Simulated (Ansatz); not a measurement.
Basis-set extrapolation for C$_{5}$H$_{9}$NO (`COC(C)(C)C#N`) (PBE0-D4/def2-TZVP geometry, frozen core, Ansatz 0.2.0). Multiplicity 1, RHF reference.

```csv
,def2-TZVPP,def2-QZVPP
HF,-323.997151,-324.011535
MP2 correlation,-1.268405,-1.352884
CCSD(T) correlation,-1.367833,not run
```

Energies in hartree. Use E(X) = E(∞) + A·exp(−7.88·√X) for Hartree–Fock and E(X) = E(∞) + B·X^(−2.97) for correlation, with X = 3 and 4, and add CCSD(T) minus MP2 of the smaller set to the MP2 limit.

What is the CCSD(T) energy at the basis-set limit?

HF limit: -324.011535 + (-0.014384) × 0.13774 = -324.01352. MP2 limit: -1.352884 + (-0.084479) × 0.74074 = -1.41546. Higher-order term: -1.367833 − (-1.268405) = -0.09943. Total: -325.52841 hartree, 4.45 eV below CCSD(T)/def2-TZVPP.
